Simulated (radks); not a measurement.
Q: These are the eigenvalues of the occupied orbitals of an atom or ion with whole-number occupations (Ry). Calculated with a radial shooting solver on a logarithmic mesh with Libxc functionals: scalar-relativistic Kohn-Sham, LB94 model potential, spin-polarised, spherical densities, finite nucleus; Fermi nuclear charge, rms radius of each element as measured or else 0.836 A^(1/3) + 0.57 fm.

| orbital | eigenvalue |
|---|---|
| 1s down | -204.0598 |
| 1s up | -203.7385 |
| 2s up | -35.71678 |
| 2s down | -34.51937 |
| 2p up | -32.37904 |

Which element is it, and in what charge state? The configuration may be excited. Open shells, if any, are filled with parallel spins first.

A: Z = 16, sulfur, charge +9: S9+ in [He] 2s2 2p3. The list shows which subshells hold electrons but not how many an open one holds; the 1s level, -102.03 hartree, gives Z - s = 14.3 by -(Z - s)^2/2, which with screening and relativity narrows Z to a few neighbours, and the depths of the outer levels then fix element, charge and occupations together.
